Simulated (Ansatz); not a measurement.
Several settings on one geometry of the cluster TiS2 (that of the charge 0 singlet, PBE0-D4/def2-TZVP). Ansatz on 4 threads of Arm Neoverse V1 on a shared host; times are rough.

Cartesian coordinates in Å:
```
Ti -0.493 0.573 -0.042
S 1.555 0.833 -0.083
S -1.062 -1.406 0.125
```

Totals from different functionals, basis sets or treatments of relativity can't be compared as stabilities.

The 6-31G sets use Cartesian d functions.

The spins typed aren't always the lowest for that charge.

Problem. Give the basis size and estimate the energy, ⟨S²⟩ and time of these runs.

| run | method | charge | state | further keys |
| --- | --- | --- | --- | --- |
| 1 | RKS B97M-V/pcseg-2 | 0 | singlet | nuclear_model: gaussian; scf: {omitted_lower_state_checks: [starts]} |
| 2 | RKS B97/6-31G* | 0 | singlet | scf: {lower_state_search: light}; forces asked |
| 3 | UKS ωB97/def2-mTZVP | -1 | doublet | point_charges: [{charge: 0.50, position_ang: [6.223, -0.256, -0.792]}]; scf: {omitted_lower_state_checks: [starts]}; forces asked |
| 4 | ROKS revPBE0/def2-mTZVP | -1 | doublet | scf: {lower_state_search: full} |

Solution. 
```tsv
run	functions	energy (Eh)	⟨S²⟩	wall time
1	124	-1645.5025	–	3.7 s
2	74	-1645.5935	–	2.5 s
3	77	-1645.9907	0.76	15 s
4	77	-1645.7235	–	9.5 s
```

The highest occupied level of an anion often lies above zero with these methods, and sets without diffuse functions describe the outer electron poorly.
